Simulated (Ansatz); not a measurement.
Energy profile

The step: Si₂H₆ ([SiH3][SiH3]) + H₂ → SiH₄ ([H][H][SiH2]) + SiH₄; bonds formed: Si1–H7, Si2–H6, H6–H8; bonds broken: Si1–Si2, H6–H7; bonds weakened to dative contacts: Si2–H8 (atoms numbered as in the saddle structure below).

```csv
atom,x (Å),y (Å),z (Å)
Si1,-0.6324,-1.2260,-0.0838
Si2,-0.1517,1.4247,-0.0915
H3,-0.1523,-2.6090,-0.4206
H4,-1.1538,-1.2781,1.3037
H5,-1.7031,-1.0197,-1.0966
H6,1.2710,0.1636,0.5644
H7,0.9376,-0.7680,-0.0085
H8,1.0944,0.9689,0.9825
H9,0.7737,1.4207,-1.2803
H10,-0.2835,2.9230,0.1306
```

Electronic energies by CCSD(T) at an estimated basis limit (MP2 extrapolated from triple and quadruple zeta, plus CCSD(T) − MP2 in triple zeta), on PBE0-D4/def2-TZVP structures; Si2H8, singlet; no counterpoise correction. Computed with Ansatz 0.2.0 (basis: def2-TZVPP and def2-QZVPP); correlated methods freeze the cores. Extrapolation: Hartree–Fock as exp(−7.88 √X), correlation as X^−2.97.

(1) Give the profile in eV, counted from the separated reactants. (Judge from chemistry; the value comes from the calculation.)

T1 diagnostic: at most 0.016.

## Answers

(1) The calculation gives:
```csv
point,eV
"separated: Si2H6 (linked as [SiH3][SiH3]; Si1, Si2, H3, H4, H5, H8, H9, H10; singlet) + H2 (H6, H7; singlet)",0.000
start structure,-0.021
saddle,3.474
end structure,2.076
"separated: SiH4 (Si1, H3, H4, H5, H7; singlet) + SiH4 (Si2, H6, H8, H9, H10; singlet)",2.133
```

For scale, one of the runs: CCSD(T)/def2-TZVPP, 196 basis functions, launched by `ansatz run in.yaml --threads 2 --pin off --events-out ev --progress --plain --max-ram 4352MiB`. Time: 27 s of wall clock on 2 CPU threads of an Arm Neoverse V2; the host was shared. Peak host memory: 2 GiB.
